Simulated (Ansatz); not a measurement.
Two spin states of LiS-, each at its own minimum; 2S+1 = 1, 3, 5 were tried, and our sources give no spin for the ground state.

Each state is the lowest solution found for its spin in def2 and cc sets. The singlet is a restricted closed-shell determinant, which can mix singlet states where a π or δ shell is part-filled.

Correlated levels freeze the inner cores; with def2 sets outer-core shells near the valence are correlated too.

The values were computed with Ansatz (Gaussian basis) for Hartree–Fock, density functionals and correlated methods. Each number belongs to the level named beside it.

| level | energy of the multiplicity-3 state above the multiplicity-1 state (kJ/mol) |
|---|---|
| PBE/def2-TZVPP | 63.7 |
| PBE0/def2-TZVPP | 44.8 |
| wB97X-V/def2-TZVPP | 46.4 |
| CCSD/def2-TZVPP | (withheld) |
| CCSD(T)/def2-TZVPP | 44.3 |

### Question
Some entries are withheld; supply them.

### Answer

- CCSD/def2-TZVPP, energy of the multiplicity-3 state above the multiplicity-1 state (kJ/mol): 30.2

Ansatz is a first-principles code.
